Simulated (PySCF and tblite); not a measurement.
Values are calculated unless marked as measured or tabulated.
2 regioisomers of C₇H₃NS₂:

```
isomer                                                       SMILES
     A  [N:1]#[C:2][c:3]1[cH:4][s:5][c:6]2[s:7][cH:8][cH:9][c:10]12
     B  [N:1]#[C:2][c:3]1[cH:4][c:5]2[cH:6][cH:7][s:8][c:9]2[s:10]1
```

Protocol: conformer search, at most 4 conformers an isomer, GFN2-xTB geometries, energies PBE0/def2-SVP (IEF-PCM, water) (D3(BJ) added where defined), weights at 298.15 K with GFN2-xTB thermal terms. Programs: PySCF with density fitting and tblite.

(1) Rank the isomers by free energy at 298.15 K.

## Answers

(1) 
```
isomer  ΔG (kcal/mol)  ΔE, lowest conformer  conformers  largest weight %  rms dipole (D)
     A            0.0                   0.0           1               100            4.56
     B            0.6                   0.6           1               100            6.49
```
